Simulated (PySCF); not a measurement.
Zn(SeH)(OSiH3) (H4OSeSiZn), SMILES [SiH3][O][Zn][SeH].

The structure is a stationary point at B3LYP-D3(BJ)/def2-SVP. The structure was generated by enumeration; whether it is a known compound was not checked. The values are those of a single conformer.

The numbers are results of B3LYP-D3(BJ)/def2-SVP run with PySCF 2.14.0, not measurements.

Frequencies are harmonic and unscaled.

### Question
Give all harmonic wavenumbers and intensities. (The exact figures need the calculation; the answer reports its results.)

### Answer

| mode | ν (cm⁻¹) | IR (km/mol) | moving atoms (share of kinetic energy) |
|---|---|---|---|
| 1 | 14 | 2.7 | H 96 % |
| 2 | 29 | 2.6 | H 66 %, Zn 10 %, O 9 %, Si 8 % |
| 3 | 50 | 0.7 | Zn 35 %, Si 29 %, Se 16 %, H 12 % |
| 4 | 104 | 15.3 | O 46 %, Zn 43 % |
| 5 | 130 | 10.3 | O 36 %, Zn 32 %, Si 19 % |
| 6 | 258 | 3.1 | Se 51 %, Zn 22 %, O 18 % |
| 7 | 513 | 26.0 | Zn 39 %, O 26 %, Si 25 %, H 8 % |
| 8 | 597 | 0.5 | H 97 % |
| 9 | 734 | 65.3 | H 83 %, Si 9 % |
| 10 | 744 | 62.9 | H 81 %, Si 10 %, O 9 % |
| 11 | 953 | 91.0 | H 96 % |
| 12 | 960 | 88.9 | H 96 % |
| 13 | 1022 | 739.9 | H 69 %, Si 20 %, O 11 % |
| 14 | 1031 | 163.1 | O 67 %, H 23 % |
| 15 | 2173 | 200.4 | H 96 % |
| 16 | 2183 | 145.6 | H 97 % |
| 17 | 2216 | 167.2 | H 97 % |
| 18 | 2396 | 13.8 | H 99 % |
